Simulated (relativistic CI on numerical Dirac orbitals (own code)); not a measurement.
## La28+: sensitivity of the levels to the model

Base calculation: Dirac-Coulomb-Breit CI, orbitals from a KLI potential per configuration, model QED (radiative potential, 1s self-energy scaled to tabulated hydrogen-like ionisation energies), unscaled Slater integrals.

Configurations in the expansion (outside the closed core [Ar]): 3d¹⁰4s, 3d¹⁰4p, 3d¹⁰4d, 3d¹⁰4f, 3d¹⁰5s, 3d¹⁰5p, 3d¹⁰5d, 3d¹⁰5f, 3d¹⁰5g, 3d¹⁰6s, 3d¹⁰6p, 3d¹⁰6d, 3d⁹4s², 3d¹⁰6f, 3d¹⁰7s, 3d⁹4s4p, 3d¹⁰8s, 3d⁹4s4d, 3d⁹4s4f, 3d⁹4s5s, 3d⁹4s5p, 3d⁹4s5d, 3d⁹4s5f. Double excitations out of closed p, d and f shells are left out; levels of such configurations are missing from the list, as are those of other unlisted configurations, and high levels can miss mixing partners.

Variants: (1) P86 correlation estimate; (2) Breit term removed; (3) one mean potential for all configurations. Shifts of the energy above 3d¹⁰4s ²S1/2, in eV, for the lowest level and the first level of each name with at least 55 % of one term (blank where a level changes its place among those of its configuration and J or its character, or is not in the variant):

```tsv
Level	Base	Δ(1)	Δ(2)	Δ(3)
3d¹⁰4s ²S1/2	0.000	0.000	0.000	0.000
3d¹⁰4p ²P°1/2	59.043	+0.081	-0.345	+0.016
3d¹⁰4p ²P°3/2	83.738	+0.081	-0.023	+0.016
3d¹⁰4d ²D3/2	179.498	+0.129	+0.198	+0.003
3d¹⁰4d ²D5/2	184.483	+0.129	+0.352	+0.002
3d¹⁰4f ²F°5/2	286.513	+0.309	+0.468	-0.048
3d¹⁰4f ²F°7/2	287.314	+0.309	+0.555	-0.048
3d¹⁰5s ²S1/2	428.399	-0.288	+0.311	+0.005
3d¹⁰5p ²P°1/2	456.356	-0.255	+0.154	+0.024
3d¹⁰5p ²P°3/2	467.574	-0.255	+0.297	+0.028
3d¹⁰5d ²D3/2	511.988	-0.257	+0.391	+0.012
3d¹⁰5d ²D5/2	514.340	-0.257	+0.468	+0.015
3d¹⁰5f ²F°5/2	558.946	+0.277	+0.517	+0.003
3d¹⁰5f ²F°7/2	559.464	+0.277	+0.559	+0.004
```

At this charge energies of transitions that change n are usually good to better than 1 %, and those within a shell (Δn = 0) to a few per cent.

Ionisation energy from the two ground configurations alone: base 1037.52 eV; P86 correlation estimate 1037.78 eV; Breit term removed 1038.11 eV. The NIST ASD value (semi-empirical) is 1039.09 eV.

LS names give the leading component of a level, which can be under half, so a name can repeat, a term be missing and a line seem to break the LS rules.
